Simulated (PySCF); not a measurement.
# Excitation energy of N²⁺ by level of theory

N²⁺ [He] 2s2 2p1 (2P) → N²⁺ [He] 2s1 2p2 (4P), as a difference of total energies. All numbers are calculated (PySCF 2.14, the non-relativistic Hamiltonian (point nucleus), in dyall-av3z (15s9p3d2f, 71 functions)). Correlated levels: valence: 1s2 frozen; virtual orbitals above 40 to 60 times the deepest correlated orbital energy dropped. The calculations carry no spin-orbit coupling.

| method | excitation energy (cm⁻¹) |
| --- | --- |
| UHF | 41359 |
| MP2 (valence) | 51537 |
| SCS-MP2 (valence) | 55285 |
| CCSD (valence) | 56606 |
| CCSD(T) (valence) | 56832 |
